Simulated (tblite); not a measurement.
Species: C10H10.
Geometry (GFN2-xTB, Å), atoms numbered from 1 in this order:
```xyz
20
C10H10 angstrom
C      3.610    1.706    1.200
C      2.737    1.036    0.721
C      1.707    0.245    0.155
C      1.988   -1.032   -0.328
C      0.975   -1.790   -0.883
C     -0.312   -1.287   -0.963
C     -0.607   -0.014   -0.487
C     -2.014    0.512   -0.533
C     -2.767    0.134    0.744
C      0.408    0.744    0.075
H      4.374    2.290    1.617
H      2.996   -1.416   -0.265
H      1.189   -2.781   -1.257
H     -1.097   -1.885   -1.403
H     -1.999    1.599   -0.635
H     -2.537    0.095   -1.397
H     -2.268    0.554    1.615
H     -3.786    0.512    0.711
H     -2.800   -0.947    0.857
H      0.198    1.734    0.454
```

Level: GFN2-xTB in tblite, geometry and Hessian alike; calculated harmonic values, unscaled, isolated species. This tight-binding method is rough: wavenumbers can miss measured ones by several per cent, in bad cases by 10 to 20. One conformer, not necessarily the lowest.

Harmonic wavenumbers (cm⁻¹): 37.3, 111.6, 120.6, 140.1, 206.5, 285.7, 321.7, 335.0, 434.8, 449.9, 467.9, 510.0, 571.6, 657.2, 667.7, 673.8, 711.6, 794.8, 823.9, 884.9, 896.7, 919.2, 928.4, 989.3, 1032.2, 1070.7, 1080.6, 1133.3, 1171.2, 1190.6, 1234.3, 1268.4, 1274.5, 1321.0, 1325.1, 1409.3, 1433.9, 1471.2, 1488.7, 1498.9, 1505.9, 1580.9, 1596.4, 2258.3, 2972.8, 2982.6, 3031.5, 3032.3, 3037.5, 3069.5, 3075.2, 3079.5, 3090.7, 3394.3.

A = 2450, B = 889.6, C = 690.1 MHz; mass 130.078 u (most abundant isotopes); point group C1, symmetry number 1.

Task: What is the zero-point energy?

Result: ½Σν̃ = 35526 cm⁻¹ = 101.57 kcal/mol.

Task: What is S at 298.15 K and 1 bar for an ideal gas of classical rigid rotors and harmonic oscillators?

Result: Translation 40.53, rotation 29.75, vibration 27.15: S = 97.4 cal/(mol K).

Task: And Cp and H(298.15 K) − H(0)?

Result: Cp = 39.04 cal/(mol K), of which vibrations give 31.09 (their classical limit is 54 R = 107.3); H(298.15 K) − H(0) = 6.77 kcal/mol without the zero-point energy, 4.40 from vibrations.

Task: Which modes carry the vibrational entropy at 298.15 K?

Result: 37.3 cm⁻¹: 5.40; 111.6 cm⁻¹: 3.24; 120.6 cm⁻¹: 3.09; 140.1 cm⁻¹: 2.80; 206.5 cm⁻¹: 2.07; 285.7 cm⁻¹: 1.50 cal/(mol K); the other 48 give 9.04 together.

Task: How do the functions run with temperature in this model?

Result: 
| T (K) | S (cal/(mol K)) | Cp (cal/(mol K)) | H − H(0) (kcal/mol) | G − H(0) (kcal/mol) | ln q(vib) |
| --- | --- | --- | --- | --- | --- |
| 100 | 69.0 | 17.4 | 1.23 | -5.67 | 1.53 |
| 200 | 84.2 | 27.9 | 3.49 | -13.36 | 3.84 |
| 300 | 97.7 | 39.2 | 6.84 | -22.46 | 6.28 |
| 500 | 122.7 | 59.3 | 16.80 | -44.53 | 11.39 |
| 800 | 155.1 | 78.4 | 37.72 | -86.35 | 19.00 |
| 1000 | 173.5 | 86.6 | 54.26 | -119.25 | 23.80 |

q(vib) and H(0) count from the zero-point level.

Task: What must be added to the electronic energy to get the Gibbs energy at 298.15 K and 1 bar?

Result: ZPE + [H(298.15 K) − H(0)] − T·S = 101.57 + 6.77 − 29.05 = 79.29 kcal/mol.

Hindered rotation and anharmonicity are outside this model. Other conformers, if any are populated, would add a mixing term that is left out. The structure is chiral; the term R ln 2 for an equal mix with its mirror image is left out.

On one thread, Arm Neoverse V2 (aarch64), shared host with 48 logical CPUs at a one-minute load of 12, this took 0.62 s of wall time. This covers the Hessian and the dipole derivatives.
